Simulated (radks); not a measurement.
The numbers below are computed, except where a source is named.
All-electron atom: the beryllium ion Be3+ in 1s0.75 2s0.25 (fractional occupations, a model configuration). Level of theory: scalar-relativistic Kohn-Sham, PBE, spin-polarised, spherical densities, finite nucleus; open shells are filled with parallel spins first; Fermi nuclear charge, rms radius 2.519 fm (a radial shooting solver on a logarithmic mesh with Libxc functionals).

Radial electron density D(r) = 4 pi r^2 rho(r):

| r (bohr) | D(r) (e/bohr) |
|---|---|
| 0.02239 | 0.08631 |
| 0.02465 | 0.1027 |
| 0.02713 | 0.1219 |
| 0.02986 | 0.1445 |
| 0.03287 | 0.1708 |
| 0.03618 | 0.2015 |
| 0.03983 | 0.2370 |
| 0.04384 | 0.2780 |
| 0.04826 | 0.3249 |
| 0.05312 | 0.3785 |
| 0.05848 | 0.4390 |
| 0.06437 | 0.5071 |
| 0.07085 | 0.5828 |
| 0.07799 | 0.6662 |
| 0.08585 | 0.7572 |
| 0.0945 | 0.8550 |
| 0.104 | 0.9586 |
| 0.1145 | 1.066 |
| 0.126 | 1.176 |
| 0.1387 | 1.284 |
| 0.1527 | 1.388 |
| 0.1681 | 1.483 |
| 0.1851 | 1.564 |
| 0.2037 | 1.626 |
| 0.2242 | 1.665 |
| 0.2468 | 1.676 |
| 0.2739 | 1.653 |
| 0.3015 | 1.596 |
| 0.3318 | 1.506 |
| 0.3653 | 1.387 |
| 0.4021 | 1.242 |
| 0.4426 | 1.080 |
| 0.4872 | 0.9108 |
| 0.5363 | 0.7442 |
| 0.5903 | 0.5902 |
| 0.6498 | 0.4574 |
| 0.7153 | 0.3512 |
| 0.7873 | 0.2739 |
| 0.8667 | 0.2243 |
| 0.954 | 0.1977 |
| 1.05 | 0.1876 |
| 1.156 | 0.1865 |
| 1.272 | 0.1871 |
| 1.401 | 0.1833 |
| 1.542 | 0.1718 |
| 1.697 | 0.1523 |
| 1.868 | 0.1268 |
| 2.056 | 0.09850 |
| 2.263 | 0.07103 |
| 2.491 | 0.04721 |
| 2.743 | 0.02869 |
| 3.019 | 0.01579 |
| 3.323 | 0.007803 |
| 3.658 | 0.003425 |
| 4.026 | 0.001322 |
| 4.432 | 0.0004436 |
| 4.879 | 0.0001279 |

D(r) has 2 maxima, at r = 0.243, 1.25 bohr, and minima at 1.12 bohr, inside which lie 0.80 electrons.
